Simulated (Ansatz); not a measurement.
CH7NO2Si can be A, `CN[SiH](O)O`, or B, `N[SiH2]OCO`.

Gas-phase electronic energies from Ansatz, PBE0-D4/def2-TZVP geometries. CBS: MP2 limit from def2 TZ/QZ plus the TZ coupled-cluster correction, frozen cores. Functionals use def2-TZVPP. B3LYP here is the variant with VWN-RPA as its local correlation; programs differ in this. Each species was taken in one conformer, which may not be the lowest.

Problem. Which isomer does CCSD(T)/CBS put lower? Give the gap. (Estimate.)

Solution. Computed: A, by 44.3 kcal/mol.

Problem. Give E(B) − E(A) in kcal/mol with B2PLYP, B3LYP-D4, CCSD(T)/def2-TZVPP, PBE-D4, CCSD/def2-TZVPP, ωB97M-V, r2SCAN-D4. (Estimate.)

Solution. The calculation gave: B2PLYP 43.0, B3LYP-D4 42.4, CCSD(T)/def2-TZVPP 43.0, PBE-D4 40.5, CCSD/def2-TZVPP 43.3, ωB97M-V 42.8, r2SCAN-D4 42.9. None reverses the order clearly.

Largest T1 diagnostic: 0.011.

From PBE to PBE0 (25 % exact exchange), in def2-TZVPP and without D4, E(B) − E(A) moves by +1.5 kcal/mol.
